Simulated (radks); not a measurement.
All-electron atom: Tl1.2+ in [Kr] 4d10 4f14 5s2 5p(up 3, down 2.8) 5d10 6s2 (fractional occupations, a model configuration). Calculated with a radial shooting solver on a logarithmic mesh with Libxc functionals: scalar-relativistic Kohn-Sham, PBE, spin-polarised, spherical densities, point nucleus. Some entries of the table are withheld. Estimate them.

orbital,occ.,eigenvalue (eV),<r^2> (bohr^2),<1/r> (bohr^-1)
1s up,1,-85649.73,0.0003685,99.54
1s down,1,-85649.70,0.0003685,99.54
2s up,1,-15258.37,0.005601,23.36
2s down,1,-15258.35,0.005601,23.36
2p up,3,-13122.28,0.004755,20.59
2p down,3,-13122.25,0.004755,20.59
3s up,1,-3650.218,0.03606,8.656
3s down,1,-3650.199,0.03606,8.656
3p up,3,-3035.571,0.03727,7.850
3p down,3,-3035.549,0.03727,7.850
3d up,5,-2399.585,0.03088,7.374
3d down,5,-2399.562,0.03088,7.374
4s up,1,-823.0496,0.1730,3.721
4s down,1,-823.0137,0.1730,3.721
4p up,3,-621.6229,0.1981,3.349
4p down,3,-621.5860,0.1981,3.349
4d up,5,-385.7455,0.2232,3.008
4d down,5,-385.7023,0.2232,3.008
5s up,1,-141.5748,0.8606,1.552
5s down,1,-141.3737,0.8607,1.552
4f up,7,-124.7376,0.2627,2.605
4f down,7,-124.6801,0.2626,2.606
5p up,3,(1),1.142,1.324
5p down,2.8,(2),1.143,1.324
5d up,5,-25.5912,2.186,0.9607
5d down,5,-25.4602,2.194,0.9591
6s up,1,-18.3708,6.218,0.5426
6s down,1,-18.3570,6.225,0.5422

Answer. 
(1) 5p up eigenvalue (eV): -86.5679
(2) 5p down eigenvalue (eV): -86.3734
